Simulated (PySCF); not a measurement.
# Worked example: oscillator strength and radiative lifetime

C2H7BO2Si, SMILES OB(O)/C=C/[SiH3].

Geometry optimised at PBE0-D3(BJ)/def2-SVP. The structure was generated by enumeration; whether it is a known compound was not checked. The values are those of a single conformer.

TDDFT-PBE/def2-SVPD (PySCF 2.14.0) puts the first singlet state with f over 0.02 at 5.82 eV (vertical), with the transition dipole (0.952, -0.052, 0.137) in atomic units.

Problem. Find the oscillator strength, the wavelength and the radiative lifetime that this transition would have in vacuum if emission retraced absorption.

Solution. 
|μ|² = 0.9278 au, so |μ| = 2.45 D. ΔE = 5.82/27.211 = 0.2139 hartree. f = (2/3) ΔE |μ|² = 0.132 (the program prints 0.132).
λ = 1239.84/5.82 = 213 nm; ν = 46941 cm⁻¹.
Einstein's coefficient A = 0.6670 ν² f s⁻¹ (ν in cm⁻¹) = 1.9e8 s⁻¹, so τ = 1/A = 5.1 ns. This state is S2; the lower singlet has f = 0.001. The figure is the radiative limit of this one transition; relaxation, internal conversion, crossing to triplets and a medium change what is measured.
